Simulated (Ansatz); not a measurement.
Geometry optimisation, Ansatz, RKS PBE0/def2-SVP.

The input (input.yaml):

```yaml
crystal:
  periodic: [false, false, false]
  atoms:
    - { symbol: Si, position_ang: [-0.034998, 0.193841, 0.124339] }
    - { symbol: Si, position_ang: [-0.02168, 0.130291, 2.3809] }
    - { symbol: H, position_ang: [-1.22673, -0.625786, 2.860441] }
    - { symbol: H, position_ang: [1.227766, -0.489821, 2.919189] }
    - { symbol: H, position_ang: [-0.100798, 1.547095, 2.855481] }
    - { symbol: Cl, position_ang: [1.862004, 0.145863, -0.67621] }
    - { symbol: Cl, position_ang: [-0.915791, 1.970691, -0.446783] }
    - { symbol: Cl, position_ang: [-1.154767, -1.294957, -0.766411] }
    - { symbol: H, position_ang: [0.621079, -2.271403, 0.901706] }
    - { symbol: H, position_ang: [0.975114, -2.189114, 1.521447] }
basis:
  gaussian: { orbitals: def2-SVP }
hamiltonian:
  xc: pbe0
relax:
  f_tol: 0.03
  max_steps: 50
```

Run as:

```bash
$ ansatz run input.yaml --threads 4 --pin off --max-ram 5120MiB --backend cpu --events-out ev --progress --plain --runs-dir out
```

Question: Where does it end, and by what steps?

Answer: It converged. The force dipped under the threshold on the way, but the program's further checks kept it going. After 12 steps the energy has fallen by 0.278 eV; H10 moved furthest, 1.43 Å.

```csv
step,energy less start (eV),largest force component (eV/Å),accepted
0,0.0000,1.434,yes
1,-0.1658,0.225,yes
2,-0.2076,0.176,yes
3,-0.2202,0.346,yes
4,-0.2386,0.064,yes
5,-0.2554,0.061,yes
6,-0.2609,0.297,yes
7,-0.2680,0.098,yes
8,-0.2740,0.029,yes
9,-0.2719,0.212,no
10,-0.2760,0.062,yes
11,-0.2765,0.069,yes
12,-0.2775,0.027,yes
```

```xyz
10
Properties=species:S:1:pos:R:3
Si -0.131 0.526 0.076
Si -0.114 0.433 2.406
H -1.502 0.155 2.878
H 0.812 -0.653 2.842
H 0.355 1.755 2.918
Cl 1.754 0.911 -0.652
Cl -1.397 2.011 -0.582
Cl -0.778 -1.261 -0.722
H 0.912 -3.188 0.997
H 1.321 -3.572 1.513
```

Whether the end is a true minimum wasn't checked by a vibrational analysis.

Time of the run: 22 s on 4 threads of Arm Neoverse V2 (shared host), peak memory 0.3 GiB.
